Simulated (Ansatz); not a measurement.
This geometry of Cl3FGe + H2S (8 atoms, charge 0, multiplicity 1) is a first-order saddle point.

Level of theory: Ansatz 0.2.0, RKS revPBE-D4/def2-SVP.

```xyz
8
Properties=species:S:1:pos:R:3
Ge -0.406 -0.035 -0.148
Cl -0.109 0.415 2.360
F 1.262 -0.571 -0.005
Cl -0.395 1.993 -0.874
Cl -0.958 -1.448 -1.730
S -2.668 -0.073 0.779
H -2.649 -1.416 1.021
H -1.636 0.262 2.009
```

Q: Which two structures does it join? (They come from a converged band through this point; their orientation in space is the band's.)

A: Bonds broken: Ge1–Cl2, S6–H8. Bonds formed: Ge1–S6, Cl2–H8. Cl3FGe + H2S becomes Cl2FGeHS + ClH.

First end point:

```xyz
8
Properties=species:S:1:pos:R:3
Ge 0.336 0.086 -0.041
Cl 0.579 0.327 2.077
F 1.950 0.011 -0.705
Cl -0.620 1.753 -0.990
Cl -0.585 -1.790 -0.555
S -3.035 0.190 1.372
H -3.473 -0.472 0.267
H -2.711 -0.979 1.988
```

Last end point:

```xyz
8
Properties=species:S:1:pos:R:3
Ge -0.800 0.185 -0.597
Cl -0.932 -1.207 2.963
F 0.402 0.481 0.682
Cl -0.356 1.555 -2.192
Cl -0.401 -1.836 -1.228
S -2.818 0.565 0.198
H -2.525 -0.175 1.317
H -0.127 -0.443 2.270
```

Q: How far does it lie above each of them?

A: 0.98 eV above the first and 1.00 eV above the second. This is the barrier of this one path; another mechanism may lie lower. The orbitals stay closed-shell, which can raise the energy where a bond breaks towards radicals; this wasn't checked here.

The run took 5.7 min on 4 threads of Arm Neoverse V1, on a shared host, peak memory 0.21 GiB.
